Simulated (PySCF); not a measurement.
**Question.** Give a PBE0-D3(BJ)/def2-SVP geometry of `[C@@H]([O][GeH3])(C)C(C)C`.

**Answer.** 
Z-matrix in Å and degrees, rows numbered from 1:
```
C 
C   1  1.5233
C   2  1.5245  1  110.96
C   2  1.5339  1  110.73  3  -125.14
C   4  1.5206  2  113.68  1  -178.08
O   4  1.4139  2  107.67  1   -56.24
Ge  6  1.7824  4  121.32  2   149.26
H   1  1.1008  2  111.03  3   -58.37
H   1  1.1037  2  110.76  3    61.06
H   1  1.0981  2  110.89  3  -179.05
H   2  1.1061  1  108.18  3   119.19
H   3  1.0997  2  112.60  1   172.11
H   3  1.1006  2  110.58  1    52.06
H   3  1.1034  2  110.98  1   -66.90
H   4  1.1135  2  106.99  1    62.10
H   5  1.0993  4  112.05  2   -64.57
H   5  1.1005  4  110.40  2   175.56
H   5  1.1014  4  110.12  2    56.56
H   7  1.5331  6  104.55  4  -172.88
H   7  1.5437  6  110.65  4    67.52
H   7  1.5433  6  108.46  4   -52.93
```

Ge7 (germanium bonded to O and 3 H) is distorted tetrahedral (angles from 104.5° to 112.3°). Of the pairs four or more bonds apart, O6···H10 is among the closest relative to their van der Waals radii: 2.46 Å, 90 % of the sum of Bondi's values.

Theory: PySCF, PBE0-D3(BJ)/def2-SVP geometry optimisation, gas phase.

Point group: C1 (no symmetry element, even within 0.4 Å). Whether it is a minimum is left open (no frequencies). One conformer, not necessarily the lowest (C1–C2–C4–C5 -178°, C2–C4–O6–Ge7 149°).

Time: 4.8 min of wall time; peak memory 0.86 GiB. Hardware: one thread of an Arm Neoverse N1, no GPU, shared host. This is the geometry optimisation.
